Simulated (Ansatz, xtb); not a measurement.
**A geometry optimisation of GaO2P with r2SCAN-D4/def2-SVP**

The starting geometry of this gas-phase singlet has its atoms placed at random.

```xyz
4

Ga   -1.2240    0.3236   -0.3203
O    -0.9184   -0.5518    1.3195
O     1.2873    1.1325   -0.1080
P     1.4899   -0.7990   -0.4036
```

Q: Guess where an optimisation with r2SCAN-D4/def2-SVP ends from this start.

A: It ends as a structure given below by its coordinates. Distances that change by over a tenth: Ga1–O2 (1.88 → 2.17 Å), Ga1–O3 (2.65 → 2.16 Å), O3–P4 (1.96 → 1.55 Å). Contacts that close: O2–P4 (2.97 → 1.55 Å).

The energy falls by 7.66 eV over 16 steps:

```tsv
step	E − E(last) (eV)
1	7.662
3	4.270
4	3.135
6	0.903
8	0.221
9	0.134
11	0.122
13	0.026
14	0.001
16	0.000
```

Final geometry (Å):

```xyz
4

Ga   -1.2033    0.6670   -0.3595
O    -0.2804   -0.9519    0.7450
O     0.9550    0.8362   -0.3749
P     1.1635   -0.4460    0.4769
```

From the same start GFN2-xTB ends elsewhere, at `O=P[O][Ga]`.

From so rough a start the end depends on the optimiser's path, so another program may land elsewhere. The end wasn't checked by frequencies. Run with Ansatz 0.2.0, 31 s on 1 thread of Intel(R) Xeon(R) Platinum 8375C CPU @ 2.90GHz (Ice Lake), on a shared host.
